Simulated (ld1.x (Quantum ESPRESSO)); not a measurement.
**Which change was made? (Cd, ultrasoft)**

Cd, ultrasoft, made with ld1.x (Quantum ESPRESSO) 7.5 (PBE, non-relativistic). Core [Ar] 3d10, reference 4s2 4p6 4d10 5s2 5p0. Waves: 4s (bound): rcut 1.20, rcutus 1.25 bohr; 5s (bound): rcut 1.20, rcutus 1.25 bohr; 4p (bound): rcut 1.90, rcutus 2.05 bohr; 5p (bound, empty): rcut 1.90, rcutus 2.05 bohr; 4d (bound): rcut 1.25, rcutus 1.70 bohr; 4d channel at 1.35 Ry: rcut 1.25, rcutus 1.70 bohr; 4f channel at 0.4 Ry: rcut 1.65, rcutus 1.85 bohr. Local part: all-electron potential smoothed inside 1.15 bohr (lloc = -2). Core correction: none. Augmentation charge: PSQ, inside the norm-conserving radii.

Cutoffs, loose and tight: the cutoffs (Ry, on a coarse ladder) from which the occupation-weighted sum of valence levels, in a spherical-Bessel basis at the reference potential, stays within 10 and 1 mRy of its value at 400 Ry. They do not see the model core or the augmentation charge, which bear on the density cutoff. Test errors are all-electron minus pseudo excitation energies from the reference, over the configurations 4s2 4p6 4d10 5s1 5p0; 4s2 4p6 4d10 5s0 5p0; 4s2 4p6 4d9 5s0 5p0; 4s2 4p6 4d10 5s1 5p1; 4s2 4p5 4d10 5s2 5p0; 4s2 4p6 4d10 5s0 5p2; 4s2 4p6 4d10 5s0 5p1; variants that change the core or the reference have their own tests.

The base gives: outcome: generated; cutoff, loose: 40 Ry; cutoff, tight: 80 Ry; bound ghosts: none; largest test error (meV): -97.

Q: After one change the result is: outcome: generated; cutoff, loose: 80 Ry; cutoff, tight: 140 Ry; bound ghosts: none; largest test error (meV): -179. Which change was it?
A. type TM; waves now 4s (bound): rc 1.25 bohr; 4p (bound): rc 2.05 bohr; 4d (bound): rc 1.70 bohr; 4f channel at 0.4 Ry: rc 1.85 bohr; local potential all-electron potential smoothed inside 1.60 bohr (lloc = -2)
B. waves 4d (bound): rcut 1.14, rcutus 1.20 bohr; 4d channel at 1.35 Ry: rcut 1.14, rcutus 1.20 bohr
C. scalar-relativistic

A: B. The others give: scalar-relativistic → outcome: generated; cutoff, loose: 45 Ry; cutoff, tight: 80 Ry; bound ghosts: none; largest test error (meV): -133 | type TM; waves now 4s (bound): rc 1.25 bohr; 4p (bound): rc 2.05 bohr; 4d (bound): rc 1.70 bohr; 4f channel at 0.4 Ry: rc 1.85 bohr; local potential all-electron potential smoothed inside 1.60 bohr (lloc = -2) → outcome: generated, misses its reference levels by 0.37 eV; cutoff, loose: 100 Ry; cutoff, tight: 160 Ry; bound ghosts: none; largest test error (meV): -1942.
